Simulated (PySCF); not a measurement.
Job file and geometry (Å, from GFN2-xTB) of a spin–spin coupling run on `CC#[N+][B@@H-](C)[AsH2]`, C3H9AsBN, B3LYP/pcJ-1 As:pcSseg-1 indirect spin-spin coupling, non-relativistic, gas phase in PySCF; density fitting, a coarse starting grid and PySCF grid level 2 are the driver's defaults:

```
$ OMP_NUM_THREADS=1 python probes_run.py task.json out

{"job": {"kind": "j", "xc": "B3LYP", "basis": "pcJ-1"}, "charge": 0, "multiplicity": 1}
C      2.773878    -0.022371     0.219635
C      1.376211    -0.203136    -0.030565
N      0.241374    -0.281469    -0.241221
B     -1.193126    -0.313047    -0.417914
C     -1.872175    -0.974364     0.906971
As    -1.720347     1.727042    -0.592807
H      3.355996    -0.526306    -0.552499
H      3.024802     1.040096     0.221606
H      3.028454    -0.450414     1.189608
H     -1.434903    -0.881768    -1.437580
H     -1.621283    -0.419293     1.812066
H     -1.559456    -2.006751     1.058157
H     -2.957098    -0.974455     0.813339
H     -0.560451     2.097523    -1.497386
H     -0.886289     2.196702     0.584229
```

Problem. Write the output of this run.

Solution. 
```
coarse grid: 55424 points
cycle   1  E = -2434.9165571877  dE = -2.619e-01  |g| = 9.117e-01  |ddm| = 3.173e+00
cycle   2  E = -2434.5801780114  dE =  3.364e-01  |g| = 1.386e+00  |ddm| = 1.657e+00
cycle   3  E = -2434.9854217959  dE = -4.052e-01  |g| = 4.893e-01  |ddm| = 1.342e+00
cycle   4  E = -2435.0326519678  dE = -4.723e-02  |g| = 1.312e-01  |ddm| = 3.291e-01
cycle   5  E = -2435.0355652620  dE = -2.913e-03  |g| = 4.529e-02  |ddm| = 1.078e-01
cycle   6  E = -2435.0360263502  dE = -4.611e-04  |g| = 8.787e-03  |ddm| = 3.906e-02
cycle   7  E = -2435.0360399898  dE = -1.364e-05  |g| = 2.642e-03  |ddm| = 1.474e-02
cycle   8  E = -2435.0360423310  dE = -2.341e-06  |g| = 4.826e-04  |ddm| = 4.784e-03
final grid: 117248 points
cycle   9  E = -2435.0360289468  dE =  5.808e-08  |g| = 8.394e-04  |ddm| = 2.263e-03
cycle  10  E = -2435.0360283065  dE =  6.403e-07  |g| = 1.919e-03  |ddm| = 1.747e-03
cycle  11  E = -2435.0360291010  dE = -7.945e-07  |g| = 2.473e-04  |ddm| = 1.136e-03
cycle  12  E = -2435.0360291156  dE = -1.462e-08  |g| = 2.717e-05  |ddm| = 2.346e-04
cycle  13  E = -2435.0360291158  dE = -1.473e-10  |g| = 4.928e-06  |ddm| = 3.101e-05
converged SCF energy = -2435.0360291158

Indirect spin-spin couplings (Hz)
  i      j    bonds     total        FC       PSO       DSO        SD
  0 C    1 C    1     79.342    81.250    -2.120     0.212         -
  0 C    2 N    2      0.143    -0.085     0.282     0.057    -0.111
  0 C    3 B    3      0.717     0.692     0.078    -0.078     0.025
  0 C    4 C    4     -1.133    -1.130     0.030    -0.033         -
  0 C    6 H    1    141.819   140.192     1.051     0.576         -
  0 C    7 H    1    144.271   142.680     1.003     0.587         -
  0 C    8 H    1    141.408   139.775     1.055     0.578         -
  0 C    9 H    4     -2.845    -2.856     0.217    -0.206         -
  0 C   13 H    5      0.335     0.233    -0.000     0.102         -
  0 C   14 H    5      0.408     0.302    -0.006     0.112         -
  1 C    2 N    1    -58.088   -48.314    -2.571    -0.060    -7.143
  1 C    3 B    2      4.892     4.887     0.114    -0.175     0.067
  1 C    4 C    3      2.861     2.840     0.064    -0.044         -
  1 C    6 H    2    -12.153   -11.974    -0.077    -0.103         -
  1 C    7 H    2    -11.415   -11.259    -0.055    -0.101         -
  1 C    8 H    2    -11.931   -11.748    -0.090    -0.094         -
  1 C    9 H    3      7.730     7.420     0.666    -0.356         -
  1 C   10 H    4     -0.375    -0.307    -0.019    -0.049         -
  1 C   11 H    4     -0.341    -0.296     0.057    -0.102         -
  1 C   12 H    4      1.194     1.109     0.447    -0.361         -
  1 C   13 H    4     -0.190    -0.198    -0.201     0.209         -
  1 C   14 H    4     -0.312    -0.315    -0.214     0.218         -
  2 N    3 B    1    -19.396   -20.417     1.306    -0.170    -0.115
  2 N    4 C    2      0.171     0.010     0.083    -0.032     0.109
  2 N    6 H    3     -2.607    -2.449    -0.364     0.160     0.046
  2 N    7 H    3     -2.442    -2.315    -0.306     0.147     0.033
  2 N    8 H    3     -2.816    -2.655    -0.365     0.161     0.042
  2 N    9 H    2      1.609     1.619     0.181    -0.111    -0.079
  2 N   10 H    3     -1.124    -1.130     0.044    -0.090     0.052
  2 N   11 H    3     -1.299    -1.296     0.027    -0.070     0.041
  2 N   12 H    3     -6.608    -6.512    -0.154     0.101    -0.043
  2 N   13 H    3     -2.349    -2.293     0.077    -0.179     0.047
  2 N   14 H    3     -2.506    -2.461     0.075    -0.164     0.045
  3 B    4 C    1     48.260    47.876    -0.509     0.310     0.584
  3 B    6 H    4     -1.760    -1.834     0.303    -0.251     0.021
  3 B    7 H    4     -2.173    -2.219     0.272    -0.239     0.012
  3 B    8 H    4     -1.514    -1.584     0.294    -0.242     0.017
  3 B    9 H    1    117.187   116.222    -0.726     1.543     0.149
  3 B   10 H    2     -5.589    -5.853     0.084     0.109     0.071
  3 B   11 H    2     -3.687    -3.931     0.130     0.042     0.071
  3 B   12 H    2     -5.042    -5.333     0.028     0.154     0.108
  3 B   13 H    2     -2.864    -2.722    -0.081    -0.084     0.024
  3 B   14 H    2     -3.181    -3.075    -0.049    -0.089     0.031
  4 C    6 H    5      1.353     1.352     0.163    -0.162         -
  4 C    7 H    5      1.579     1.585     0.145    -0.151         -
  4 C    8 H    5      4.734     4.716     0.063    -0.044         -
  4 C    9 H    2     -4.019    -4.146     0.085     0.043         -
  4 C   10 H    1    124.804   122.481     1.620     0.703         -
  4 C   11 H    1    126.350   124.093     1.621     0.637         -
  4 C   12 H    1    127.914   125.719     1.539     0.656         -
  4 C   13 H    3      8.967     9.318     0.180    -0.531         -
  4 C   14 H    3      1.756     1.714    -0.019     0.060         -
  6 H    7 H    2    -18.707   -18.787     2.965    -2.885         -
  6 H    8 H    2    -19.080   -19.148     2.961    -2.894         -
  6 H    9 H    5     12.063    12.038     0.437    -0.413         -
  6 H   11 H    6     -0.166    -0.143     0.392    -0.416         -
  6 H   12 H    6      0.192     0.259     0.797    -0.865         -
  6 H   13 H    6      0.236    -0.131     0.171     0.196         -
  7 H    8 H    2    -18.766   -18.847     2.951    -2.871         -
  7 H    9 H    5      4.294     4.333     0.792    -0.831         -
  7 H   10 H    6     -0.151    -0.144     0.251    -0.259         -
  7 H   11 H    6     -0.168    -0.122     0.644    -0.690         -
  7 H   13 H    6      0.246    -0.304    -0.469     1.018         -
  8 H    9 H    5      3.133     3.144     0.845    -0.855         -
  8 H   10 H    6     -0.354    -0.400    -0.129     0.175         -
  8 H   11 H    6     -0.427    -0.430    -0.018     0.022         -
  8 H   12 H    6      0.870     0.913     0.653    -0.695         -
  8 H   14 H    6      0.279    -0.100     0.130     0.249         -
  9 H   10 H    3     11.221    11.054     1.983    -1.815         -
  9 H   11 H    3      4.028     3.792     0.341    -0.104         -
  9 H   12 H    3      3.797     3.480     0.296     0.022         -
  9 H   13 H    3      1.678     1.680     0.055    -0.058         -
  9 H   14 H    3     10.727    12.160     1.254    -2.687         -
 10 H   11 H    2    -12.895   -13.338     2.736    -2.293         -
 10 H   12 H    2    -13.652   -14.194     2.742    -2.201         -
 10 H   13 H    4     -1.392    -0.133     0.752    -2.011         -
 10 H   14 H    4      0.702    -0.140    -0.977     1.818         -
 11 H   12 H    2    -14.327   -14.748     2.821    -2.400         -
 11 H   13 H    4      3.048     3.680     1.059    -1.690         -
 11 H   14 H    4     -0.517    -0.506     0.895    -0.906         -
 12 H   13 H    4     -1.186     0.338     0.970    -2.493         -
 12 H   14 H    4     -0.589    -0.232     0.461    -0.817         -
 13 H   14 H    2    -13.562   -13.638     0.227    -0.151         -
```

Size and cost of the density-fitted run: 266 basis functions, 2.5 min wall time on 1 thread of an Arm Neoverse N1, shared host; peak memory 1.1 GiB.
